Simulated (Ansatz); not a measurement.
Ideal-gas functions of `C[CH2][Zn][F]` at 298.15 K and 1 bar, from an Ansatz frequency run at PBE0-D4/def2-TZVP.

Molar mass 113.45 g/mol, point group Cs (symmetry number 1), electronic degeneracy 1, moments of inertia 20.264, 222.906, 236.972 u Å². Harmonic wavenumbers (cm⁻¹, unscaled): 104, 132, 241, 256, 515, 643, 679, 952, 976, 1040, 1217, 1258, 1409, 1450, 1493, 1499, 3037, 3052, 3091, 3100, 3121.

Use S(trans) = R[1.5 ln M + 2.5 ln T − 1.1517]; rotational temperatures θ = 24.2544 K / I; S(rot) = R[ln(√π/σ · √(T³/θAθBθC)) + 1.5]; for each mode x = 1.438777 ν̃/T, S = R[x/(eˣ − 1) − ln(1 − e⁻ˣ)] and H = RT x/(eˣ − 1); 1 cm⁻¹ = 0.0119627 kJ/mol; R = 8.31446 J/(mol·K).

Problem. By hand: the entropy, in J/(mol·K).

Solution. Translation 167.9. Rotation: θ = 1.1969, 0.1088, 0.1024 K, giving 106.2. Vibration, mode by mode: 14.13, 12.20, 7.51, 7.07, 2.60, 1.60, 1.39, 0.47, 0.43, 0.33, 0.16, 0.14, 0.07, 0.06, 0.05, 0.05, 0.00, 0.00, 0.00, 0.00, 0.00, in all 48.3. Electronic 0.0. Sum 322.4 J/(mol·K).

Problem. By hand: H − E and G − E in kJ/mol, counted from the electronic energy.

Solution. Zero-point energy ½ × 29265 × 0.0119627 = 175.0; thermal vibration 7.9; translation, rotation and pV give 4 RT = 9.9. H − E = 192.8 kJ/mol, and G − E = 192.8 − 298.15 × 322.4/1000 = 96.7 kJ/mol.

Vibration gives 15 % of the entropy, 26.3 J/(mol·K) of it from the modes under 150 cm⁻¹: soft modes count most, and the harmonic formula is weakest for them. The sum counts one conformer and one mirror image; others add a mixing term.
